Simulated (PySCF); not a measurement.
## Mayer bond orders and bond lengths

C₆H₈ClNSi₂.
SMILES with atom numbers: `[N:1]#[C:2][CH2:3][C:4]#[C:5][C@@H:6]1[SiH2:7][C@H:8]1[SiH2:9][Cl:10]` (hydrogens: H11, H12 on C3; H13 on C6; H14, H15 on Si7; H16 on C8; H17, H18 on Si9)

Structure used (GFN2-xTB), in Å, numbered top down from 1:
```xyz
18
C6H8ClNSi2 angstrom
N      4.664    1.407    0.202
C      4.081    0.430    0.311
C      3.313   -0.788    0.441
C      1.933   -0.527    0.060
C      0.813   -0.262   -0.288
C     -0.522    0.048   -0.646
Si    -1.226    1.795   -0.378
C     -1.556    0.153    0.506
Si    -3.113   -0.889    0.369
Cl    -4.415   -0.264    1.786
H      3.363   -1.130    1.482
H      3.750   -1.556   -0.207
H     -0.861   -0.504   -1.516
H     -2.177    2.257   -1.372
H     -0.380    2.761    0.295
H     -1.083    0.083    1.484
H     -3.746   -0.699   -0.937
H     -2.845   -2.309    0.601
```

Bond orders from the PBE0/pcSseg-1 density (PySCF). Geometry: GFN2-xTB, one conformer, isolated molecule.

Problem. Where do the orders between heavy atoms depart from those drawn in the SMILES?

Solution. The largest departure is 0.540, at C4–C5 (drawn triple, 2.460). Drawn single, order above 1.12: C3–C4 (1.133) and C5–C6 (1.135). Drawn single, order below 0.88: C6–Si7 (0.839) and C8–C6 (0.840). Drawn double or triple, more than 0.30 short of the drawn order: C4–C5 (2.460).

Problem. Set the Mayer orders of the bonds beside their lengths.

Solution. 
```tsv
bond	drawn as	length (Å)	Mayer order
N1–C2	triple	1.143	3.061
C2–C3	single	1.445	1.025
C3–C4	single	1.456	1.133
C4–C5	triple	1.202	2.460
C5–C6	single	1.417	1.135
C6–Si7	single	1.902	0.839
Si7–C8	single	1.894	0.921
C8–Si9	single	1.879	0.880
Si9–Cl10	single	2.023	0.971
C8–C6	single	1.551	0.840
C3–H11	single	1.096	0.897
C3–H12	single	1.096	0.899
C6–H13	single	1.085	0.906
Si7–H14	single	1.452	0.944
Si7–H15	single	1.449	0.957
C8–H16	single	1.088	0.930
Si9–H17	single	1.463	0.936
Si9–H18	single	1.464	0.932
```

Bonds between the same two heavy elements. C–C: lowest C8–C6 (0.840, 1.551 Å), highest C4–C5 (2.460, 1.202 Å); in 1 of the 10 pairs the longer bond (by over 0.003 Å) has the higher order (by 0.02 or more). C–Si: lowest C6–Si7 (0.839, 1.902 Å), highest Si7–C8 (0.921, 1.894 Å); in 1 of the 3 pairs the longer bond (by over 0.003 Å) has the higher order (by 0.02 or more).

Problem. Sum the orders of all bonds at each heavy atom with more than one neighbour and set the sums beside the valence in the SMILES.

Solution. C2 4.086 (drawn 4), C3 3.954 (drawn 4), C4 3.593 (drawn 4), C5 3.595 (drawn 4), C6 3.720 (drawn 4), Si7 3.661 (drawn 4), C8 3.571 (drawn 4), Si9 3.719 (drawn 4). Orders between atoms that aren't bonded are not in these sums.

Mayer orders depend on the basis set.

The run behind these numbers computed NMR shieldings as well. Hardware: Arm Neoverse V2, one thread, shared host. Cost: 57 s wall, 1.1 GiB resident at most.
